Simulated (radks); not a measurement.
Q: Method: non-relativistic Kohn-Sham, LB94 model potential, spin-polarised, spherical densities, point nucleus; open shells are filled with parallel spins first; computed with a radial shooting solver on a logarithmic mesh with Libxc functionals. Response by self-consistent Sternheimer equations with the Hartree and adiabatic LDA kernel. Rank Se5+, Se+, Se6+, Se2+, Se4+, Se3+, Se (NIST ground configurations) by static dipole polarisability, largest first.

A: Se 24.92, Se+ 14.21, Se2+ 9.061, Se3+ 6.246, Se4+ 4.619, Se5+ 2.843, Se6+ 0.3798 bohr^3.
